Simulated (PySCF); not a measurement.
PySCF input file for selenium hexafluoride (F₆Se), SMILES F[Se](F)(F)(F)(F)F, IEF-PCM-ωB97X/def2-SVP. The structure is a stationary point at ωB97X-D3(BJ)/def2-SVP.

```python
import numpy as np
from pyscf import gto, scf, dft
from pyscf.solvent import pcm

mol = gto.M(
    atom='''
    F     0.00000000   -1.70501013   -0.00000000
    Se    0.00000000   -0.00000000   -0.00000000
    F     1.70501013   -0.00000000   -0.00000000
    F    -1.70501013    0.00000000   -0.00000000
    F     0.00000000    0.00000000   -1.70501013
    F    -0.00000000   -0.00000000    1.70501013
    F     0.00000000    1.70501013   -0.00000000
    ''',
    basis='def2-SVP',
    charge=0,
    spin=0,
    max_memory=1600,
    verbose=3,
)
mf = dft.RKS(mol, xc='wb97x').density_fit(auxbasis='def2-universal-jkfit')
mf.grids.level = 3
mf.conv_tol = 1e-9
mf.max_cycle = 100
mf.kernel()
res = {}
for name, eps in {'water': 78.355, '2-propanol': 19.264, 'acetone': 20.493}.items():
    s = mf.PCM()
    s.with_solvent.method, s.with_solvent.eps, s.with_solvent.lebedev_order = 'IEF-PCM', eps, 29
    s.kernel(mf.make_rdm1())
    res[name] = (s.e_tot, eps, s.dip_moment(), s.mo_energy, s.converged)
    print(f'{name}: electrostatic solvation free energy {(s.e_tot - mf.e_tot) * 627.509474:.3f} kcal/mol')
```

Output:

```
converged SCF energy = -2999.64095437595

WARN: PCM is an experimental feature. It is still in testing.
Features and APIs may be changed in the future.

converged SCF energy = -2999.64227476593
Dipole moment(X, Y, Z, Debye): -0.00000, -0.00000, -0.00000
water: electrostatic solvation free energy -0.829 kcal/mol

WARN: PCM is an experimental feature. It is still in testing.
Features and APIs may be changed in the future.

converged SCF energy = -2999.64216653166
Dipole moment(X, Y, Z, Debye):  0.00000, -0.00000, -0.00000
2-propanol: electrostatic solvation free energy -0.761 kcal/mol

WARN: PCM is an experimental feature. It is still in testing.
Features and APIs may be changed in the future.

converged SCF energy = -2999.64217479099
Dipole moment(X, Y, Z, Debye):  0.00000,  0.00000,  0.00000
acetone: electrostatic solvation free energy -0.766 kcal/mol
```

The run converged.

Cost: around 70 core-seconds (rough).
